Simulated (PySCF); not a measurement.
Al(F)(NCO)(OMe) (C2H3AlFNO2), SMILES [O]([Al]([N]=C=O)[F])C.

The structure is a stationary point at B3LYP-D3(BJ)/def2-SVP. Other conformers were not sampled.

These are B3LYP-D3(BJ)/def2-SVP (PySCF) values and carry that method's errors.

Frequencies are harmonic and unscaled.

| mode | ν (cm⁻¹) | IR (km/mol) | moving atoms (share of kinetic energy) |
|---|---|---|---|
| 1 | 48 | 2.3 | C 34 %, O 31 %, H 14 % |
| 2 | 71 | 0.0 | H 96 % |
| 3 | 94 | 0.3 | N 34 %, O 20 %, F 20 %, C 10 %, H 8 % |
| 4 | 95 | 1.5 | N 32 %, O 23 %, C 17 %, F 15 %, H 11 % |
| 5 | 102 | 3.8 | O 55 %, N 21 %, H 14 %, C 9 % |
| 6 | 234 | 40.6 | F 48 %, O 17 %, N 15 %, C 13 % |
| 7 | 279 | 25.7 | O 43 %, N 25 %, Al 13 %, F 11 % |
| 8 | 291 | 102.1 | Al 64 %, N 13 %, O 13 %, F 9 % |
| 9 | 507 | 25.9 | O 35 %, F 21 %, C 20 %, Al 15 % |
| 10 | 628 | 32.9 | C 71 %, N 14 %, O 14 % |
| 11 | 637 | 33.7 | C 71 %, N 15 %, O 14 % |
| 12 | 762 | 210.2 | Al 53 %, O 19 %, C 18 % |
| 13 | 926 | 102.5 | Al 49 %, F 43 % |
| 14 | 1181 | 37.2 | H 69 %, C 21 %, O 9 % |
| 15 | 1188 | 0.1 | H 77 %, C 19 % |
| 16 | 1257 | 358.0 | O 57 %, C 30 %, H 8 % |
| 17 | 1474 | 1.3 | H 97 % |
| 18 | 1478 | 1.1 | H 95 % |
| 19 | 1486 | 19.4 | H 86 %, C 9 % |
| 20 | 1515 | 34.3 | N 55 %, O 38 % |
| 21 | 2431 | 1368.4 | C 70 %, N 18 %, O 12 % |
| 22 | 2989 | 78.4 | H 97 % |
| 23 | 3063 | 48.2 | H 90 %, C 10 % |
| 24 | 3076 | 35.8 | H 90 %, C 10 % |
